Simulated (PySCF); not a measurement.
# A small calculation by hand: oscillator strength and radiative lifetime

Ge(F)2(Br)(Me) (CH3BrF2Ge), SMILES [F][Ge]([F])([CH3])[Br].

Geometry: TPSSh-D3(BJ)/def2-SVP.

TDA-PBE/def2-SVPD in PySCF puts the first singlet state with f over 0.02 at 5.86 eV (vertical), with the transition dipole (0.427, 0.059, 0.000) in atomic units.

Q: Find the oscillator strength, the wavelength and the radiative lifetime that this transition would have in vacuum if emission retraced absorption.

A: 
|μ|² = 0.1858 au, so |μ| = 1.10 D. ΔE = 5.86/27.211 = 0.2154 hartree. f = (2/3) ΔE |μ|² = 0.027 (the program prints 0.027).
λ = 1239.84/5.86 = 212 nm; ν = 47264 cm⁻¹.
Einstein's coefficient A = 0.6670 ν² f s⁻¹ (ν in cm⁻¹) = 4.0e7 s⁻¹, so τ = 1/A = 25 ns. This state is S1. The figure is the radiative limit of this one transition; relaxation, internal conversion, crossing to triplets and a medium change what is measured.
